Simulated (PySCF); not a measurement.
All values below come from B3LYP-D3(BJ)/def2-TZVP (PySCF). All species are isolated molecules in the gas phase. One relaxed conformer stands for a flexible species; it need not be the lowest. B3LYP has the VWN-RPA correlation part, as in Gaussian. Delta-SCF ions had no search for a lower state. 

Reference species (SMILES): `[OH][Ga]([OH])[OH]` (neutral, multiplicity 1).

```yaml
LUMO: -1.35 eV
vertical ionisation energy (Delta-SCF): 11.17 eV
HOMO: -8.67 eV
```

Changed species: `[OH][Ga]([OH])[Br]` (H–O–Ga–Br torsion 0°, Br–Ga–O–H torsion -180°) (2 of 3 Br replaced by OH; the reference has 3 of 3 Br replaced by OH).

Problem. Predict the effect on the LUMO, vertical ionisation energy (Delta-SCF) and HOMO.

Solution. the LUMO falls by 0.41 eV, to -1.76 eV; the vertical ionisation energy (Delta-SCF) falls by 0.25 eV, to 10.92 eV; the HOMO rises by 0.22 eV, to -8.45 eV.
